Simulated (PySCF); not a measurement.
## Radial density of Se⁺ (selenium, charge +1)

UHF, [Ar] 3d10 4s2 4p3, high-spin 4S determinant. Computed with PySCF 2.14 in cc-pVDZ-DK (5s4p2d, 27 functions), with scalar relativity by spin-free X2C-1e.

```json
{"r (bohr)": "0.000984", "4πr²ρ (e/bohr)": "0.5488", "4πr²(ρα − ρβ)": "0.0000"}
{"r (bohr)": "0.00166", "4πr²ρ (e/bohr)": "1.314", "4πr²(ρα − ρβ)": "0.0000"}
{"r (bohr)": "0.00278", "4πr²ρ (e/bohr)": "3.097", "4πr²(ρα − ρβ)": "0.0000"}
{"r (bohr)": "0.00468", "4πr²ρ (e/bohr)": "7.020", "4πr²(ρα − ρβ)": "0.0000"}
{"r (bohr)": "0.00788", "4πr²ρ (e/bohr)": "14.72", "4πr²(ρα − ρβ)": "0.0002"}
{"r (bohr)": "0.0133", "4πr²ρ (e/bohr)": "26.96", "4πr²(ρα − ρβ)": "0.0011"}
{"r (bohr)": "0.0223", "4πr²ρ (e/bohr)": "39.38", "4πr²(ρα − ρβ)": "0.0054"}
{"r (bohr)": "0.0375", "4πr²ρ (e/bohr)": "40.82", "4πr²(ρα − ρβ)": "0.0242"}
{"r (bohr)": "0.0631", "4πr²ρ (e/bohr)": "34.08", "4πr²(ρα − ρβ)": "0.0756"}
{"r (bohr)": "0.106", "4πr²ρ (e/bohr)": "44.71", "4πr²(ρα − ρβ)": "0.1153"}
{"r (bohr)": "0.178", "4πr²ρ (e/bohr)": "44.05", "4πr²(ρα − ρβ)": "0.0081"}
{"r (bohr)": "0.300", "4πr²ρ (e/bohr)": "26.11", "4πr²(ρα − ρβ)": "0.1064"}
{"r (bohr)": "0.505", "4πr²ρ (e/bohr)": "32.92", "4πr²(ρα − ρβ)": "0.2285"}
{"r (bohr)": "0.849", "4πr²ρ (e/bohr)": "12.89", "4πr²(ρα − ρβ)": "0.0841"}
{"r (bohr)": "1.43", "4πr²ρ (e/bohr)": "3.913", "4πr²(ρα − ρβ)": "1.4787"}
{"r (bohr)": "2.40", "4πr²ρ (e/bohr)": "1.771", "4πr²(ρα − ρβ)": "1.1777"}
{"r (bohr)": "4.04", "4πr²ρ (e/bohr)": "0.1734", "4πr²(ρα − ρβ)": "0.1482"}
{"r (bohr)": "6.80", "4πr²ρ (e/bohr)": "0.0006330", "4πr²(ρα − ρβ)": "0.0006"}
```

Densities and radii are taken from the X2C orbitals without a picture-change correction, which distorts them close to the nucleus.
